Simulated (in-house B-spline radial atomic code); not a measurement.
A run on Ce⁻ that did not converge. Method: scalar-relativistic (X2C) CAM-B3LYP, spin-polarised, spherical fractional occupations, Fermi nucleus of rms radius 4.8771 fm; computed with an all-electron radial atomic-structure program (B-spline basis).

Command:
```bash
python run_scf.py task.json out
```
Settings (nuclear radius in fm, mass in u):
```
Z                58
configuration    [Xe] 4f2 5d1 6s2
hamiltonian      x2c
method           camb3lyp
spin_polarised   True
nucleus          fermi
rms_radius       4.8771
atomic_mass      139.90545
speed_of_light   137.035999084
```

First and last ten iterations of the last attempt (damped for 15 steps, keeping 80 % of the old Fock matrix, then DIIS):
```
 iter        energy (Eh)    residual
    1       -8852.614195    4.73e-01
    2       -8852.301449    4.43e-01
    3       -8856.289224    2.80e-01
    4       -8858.250966    1.70e-01
    5       -8859.181186    9.89e-02
    6       -8859.609352    5.45e-02
    7       -8859.806797    3.05e-02
    8       -8858.792297    8.36e-02
    9       -8859.652481    5.16e-02
   10       -8859.819862    2.90e-02
  111       -8858.682238    8.68e-02
  112       -8858.700074    8.58e-02
  113       -8858.699584    8.58e-02
  114       -8858.702938    8.56e-02
  115       -8858.692214    8.62e-02
  116       -8858.687974    8.65e-02
  117       -8858.666135    8.79e-02
  118       -8858.670249    8.78e-02
  119       -8858.731847    8.43e-02
  120       -8859.829814    2.96e-02
 not converged after 120 iterations
```

The smallest residual met was 2.7e-02; the threshold is about 6e-07. No energy from this run should be used.Radii and densities under X2C are those of the two-component orbitals, without the picture-change correction, which makes inner s shells of heavy atoms about 5 % too small.
